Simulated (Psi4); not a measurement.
Calculation: Psi4 with SAPT0/jun-cc-pVDZ, frozen core.

Psi4 input:

```
molecule {
0 1
F 1.81747262 -0.36114941 -1.31123286
Si 1.15692340 -0.10025551 0.10013932
F 1.77703039 1.22194628 0.70274077
F 1.53324662 -1.30322437 1.05299171
Si -1.15688823 0.10034875 -0.10046246
F -1.53434983 1.30713649 -1.04800320
F -1.77642378 -1.21963764 -0.70847333
F -1.81701119 0.35483541 1.31230003
--
0 1
O -0.37965524 -0.32270606 -2.73222359
H -0.67698577 0.42524309 -3.26038065
H -0.86984912 -1.08031232 -3.06767301
units angstrom
symmetry c1
no_reorient
no_com
}
set basis jun-cc-pvdz
set scf_type df
set freeze_core true
energy('sapt0')
```

Part of the output:

```
    SAPT Results
  --------------------------------------------------------------------------------------------------------
    Electrostatics                -24.24228600 [mEh]     -15.21226413 [kcal/mol]     -63.64811313 [kJ/mol]
      Elst10,r                    -24.24228600 [mEh]     -15.21226413 [kcal/mol]     -63.64811313 [kJ/mol]

    Exchange                       29.88461190 [mEh]      18.75287709 [kcal/mol]      78.46203773 [kJ/mol]
      Exch10                       29.88461190 [mEh]      18.75287709 [kcal/mol]      78.46203773 [kJ/mol]
      Exch10(S^2)                  29.65126855 [mEh]      18.60645193 [kcal/mol]      77.84939486 [kJ/mol]

    Induction                      -4.41794170 [mEh]      -2.77230027 [kcal/mol]     -11.59930434 [kJ/mol]
      Ind20,r                     -17.69396440 [mEh]     -11.10313029 [kcal/mol]     -46.45549714 [kJ/mol]
      Exch-Ind20,r                 14.24599674 [mEh]       8.93949792 [kcal/mol]      37.40285929 [kJ/mol]
      delta HF,r (2)               -0.96997404 [mEh]      -0.60866790 [kcal/mol]      -2.54666649 [kJ/mol]

    Dispersion                     -4.94731810 [mEh]      -3.10448898 [kcal/mol]     -12.98918188 [kJ/mol]
      Disp20                       -6.49479816 [mEh]      -4.07554738 [kcal/mol]     -17.05209022 [kJ/mol]
      Exch-Disp20                   1.54748006 [mEh]       0.97105840 [kcal/mol]       4.06290834 [kJ/mol]
      Disp20 (SS)                  -3.24739908 [mEh]      -2.03777369 [kcal/mol]      -8.52604511 [kJ/mol]
      Disp20 (OS)                  -3.24739908 [mEh]      -2.03777369 [kcal/mol]      -8.52604511 [kJ/mol]
      Exch-Disp20 (SS)              0.83707731 [mEh]       0.52527394 [kcal/mol]       2.19774617 [kJ/mol]
      Exch-Disp20 (OS)              0.71040275 [mEh]       0.44578446 [kcal/mol]       1.86516217 [kJ/mol]

  Total HF                          1.22438419 [mEh]       0.76831268 [kcal/mol]       3.21462026 [kJ/mol]
  Total SAPT0                      -3.72293390 [mEh]      -2.33617629 [kcal/mol]      -9.77456162 [kJ/mol]
```
